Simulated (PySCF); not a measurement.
Compound: C₃H₁₁FSi₂.
Numbering: `[CH3:1][SiH2:2][CH2:3][C@@H:4]([F:5])[SiH3:6]` (hydrogens: H7, H8, H9 on C1; H10, H11 on Si2; H12, H13 on C3; H14 on C4; H15, H16, H17 on Si6)

The same species was optimised twice, with GFN2-xTB and with PBE0-D3(BJ)/def2-SVP (PySCF), and the same property calculations (PySCF, gas phase) were run on both structures.

| coordinate | GFN2-xTB | PBE0-D3(BJ)/def2-SVP | change |
| --- | --- | --- | --- |
| C1–Si2 (Å) | 1.895 | 1.875 | -0.020 |
| C4–Si6 (Å) | 1.921 | 1.909 | -0.012 |
| Si2–C3 (Å) | 1.915 | 1.902 | -0.013 |
| C3–C4 (Å) | 1.521 | 1.517 | -0.004 |
| C4–F5 (Å) | 1.398 | 1.400 | +0.002 |
| C1–Si2–C3 (°) | 110.6 | 112.1 | +1.5 |
| F5–C4–Si6 (°) | 107.6 | 106.9 | -0.7 |
| C3–C4–Si6 (°) | 114.0 | 114.5 | +0.5 |
| C3–C4–F5 (°) | 109.3 | 109.7 | +0.4 |
| Si2–C3–C4 (°) | 113.7 | 113.7 | 0.0 |
| C1–Si2–C3–C4 (°) | -77 | -76 | +1 |
| Si2–C3–C4–F5 (°) | 54 | 48 | -6 |

Rotational constants: A = 4753, B = 1026, C = 917.6 MHz (GFN2-xTB) against A = 4725, B = 1039, C = 936.0 MHz (PBE0-D3(BJ)/def2-SVP). Point groups within 0.08 Å: C1 and C1.

On the GFN2-xTB structure: lowest singlet, TDDFT (eV) 6.81 [B3LYP/def2-SVPD]; lowest triplet, Tamm–Dancoff (eV) 6.50 [B3LYP/def2-SVPD]; isotropic polarisability (au) 93.9 [B3LYP/def2-SVPD]; HOMO (eV) -7.66 [B3LYP/def2-SVPD]; LUMO (eV) 0.05 [B3LYP/def2-SVPD]; dipole (D) 1.23 [B3LYP/def2-SVPD]; HOMO (eV) -7.85 [PBE0/pcSseg-1]; LUMO (eV) 0.55 [PBE0/pcSseg-1]; dipole (D) 1.24 [PBE0/pcSseg-1]; GIAO shielding of C1 (ppm) 191.4 [PBE0/pcSseg-1]; GIAO shielding of Si2 (ppm) 386.8 [PBE0/pcSseg-1]; GIAO shielding of C3 (ppm) 165.1 [PBE0/pcSseg-1]; GIAO shielding of C4 (ppm) 95.4 [PBE0/pcSseg-1]; GIAO shielding of F5 (ppm) 411.1 [PBE0/pcSseg-1]; GIAO shielding of Si6 (ppm) 415.6 [PBE0/pcSseg-1].

Problem. What do these properties become on the PBE0-D3(BJ)/def2-SVP structure?

Solution. 
| property | level | on GFN2-xTB | on PBE0-D3(BJ)/def2-SVP | change |
| --- | --- | --- | --- | --- |
| lowest singlet, TDDFT (eV) | B3LYP/def2-SVPD | 6.81 | 6.92 | +0.11 |
| lowest triplet, Tamm–Dancoff (eV) | B3LYP/def2-SVPD | 6.50 | 6.63 | +0.13 |
| isotropic polarisability (au) | B3LYP/def2-SVPD | 93.9 | 95.5 | +1.6 |
| HOMO (eV) | B3LYP/def2-SVPD | -7.66 | -7.79 | -0.13 |
| LUMO (eV) | B3LYP/def2-SVPD | 0.05 | 0.04 | -0.01 |
| dipole (D) | B3LYP/def2-SVPD | 1.23 | 1.16 | -0.07 |
| energy, GFN2-xTB geometry as zero (kcal/mol) | B3LYP/def2-SVPD | 0.0 | -1.5 | -1.5 |
| HOMO (eV) | PBE0/pcSseg-1 | -7.85 | -7.98 | -0.13 |
| LUMO (eV) | PBE0/pcSseg-1 | 0.55 | 0.59 | +0.04 |
| dipole (D) | PBE0/pcSseg-1 | 1.24 | 1.18 | -0.06 |
| energy, GFN2-xTB geometry as zero (kcal/mol) | PBE0/pcSseg-1 | 0.0 | -1.5 | -1.5 |
| GIAO shielding of C1 (ppm) | PBE0/pcSseg-1 | 191.4 | 188.6 | -2.8 |
| GIAO shielding of Si2 (ppm) | PBE0/pcSseg-1 | 386.8 | 385.6 | -1.2 |
| GIAO shielding of C3 (ppm) | PBE0/pcSseg-1 | 165.1 | 164.3 | -0.8 |
| GIAO shielding of C4 (ppm) | PBE0/pcSseg-1 | 95.4 | 97.0 | +1.6 |
| GIAO shielding of F5 (ppm) | PBE0/pcSseg-1 | 411.1 | 410.1 | -1.0 |
| GIAO shielding of Si6 (ppm) | PBE0/pcSseg-1 | 415.6 | 413.7 | -1.9 |

The heavy atoms differ by 0.064 Å rms after alignment. Among bonds between heavy atoms C1–Si2 changes most (-0.020 Å). Changes are differences of the printed values. Neither structure is proved a minimum here.

The values belong to the conformer `[CH3:1][SiH2:2][CH2:3][C@@H:4]([F:5])[SiH3:6]`: C1–Si2–C3–C4 -76°, Si2–C3–C4–F5 48°.
